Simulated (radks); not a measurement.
All-electron atom: Os30+ in [Kr] 4d10.

All-electron calculation, Dirac Kohn-Sham, PBE, spin-unpolarised, spherical densities, point nucleus. Program: a radial shooting solver on a logarithmic mesh with Libxc functionals.

Energy parts (eV):
total: -458259.69
kinetic: 522080.05
electron-nucleus: -1096576.72
Hartree: 124328.38
exchange-correlation: -8091.41

Orbitals (lengths in bohr, moments of r in powers of bohr; r(max) is where P^2 peaks; r(90%) holds 90 % of the orbital's charge):
orbital  occ.  eigenvalue (eV)   r(max)  r(90%)       <r^4>
1s1/2       2        -74848.48  0.01102  0.0323   5.120e-07
2s1/2       2        -13924.94  0.06360   0.116  0.00007594
2p1/2       2        -13373.83  0.04711   0.102  0.00004554
2p3/2       4        -11843.89  0.05417   0.113  0.00006797
3s1/2       2        -4078.930   0.1789   0.283    0.002726
3p1/2       2        -3834.821   0.1673   0.275    0.002391
3p3/2       4        -3498.174   0.1816   0.295    0.003188
3d3/2       4        -3091.777   0.1420   0.268    0.002134
3d5/2       6        -3019.070   0.1460   0.274    0.002326
4s1/2       2        -1624.850   0.3928   0.578     0.04858
4p1/2       2        -1520.704   0.3898   0.583     0.04976
4p3/2       4        -1425.990   0.4151   0.617     0.06256
4d3/2       4        -1255.964   0.4024   0.622     0.06358
4d5/2       6        -1236.508   0.4096   0.632     0.06767

The highest occupied level is 4d5/2 at -1236.5 eV. Summed over all electrons, <r^2> = 4.444 bohr^2, which gives a Langevin (diamagnetic) susceptibility term of -3.52 x 10^-6 cm^3/mol. For comparison, the ionisation energy in NIST's Atomic Spectra Database is 1262 eV (theoretical). In exact Kohn-Sham theory the highest level is minus the ionisation energy, but local and semilocal functionals leave it too shallow, through self-interaction and a potential that decays too fast; potentials with the right tail come closer. The density falls to 0.001 e/bohr^3 at r = 1.19 bohr.
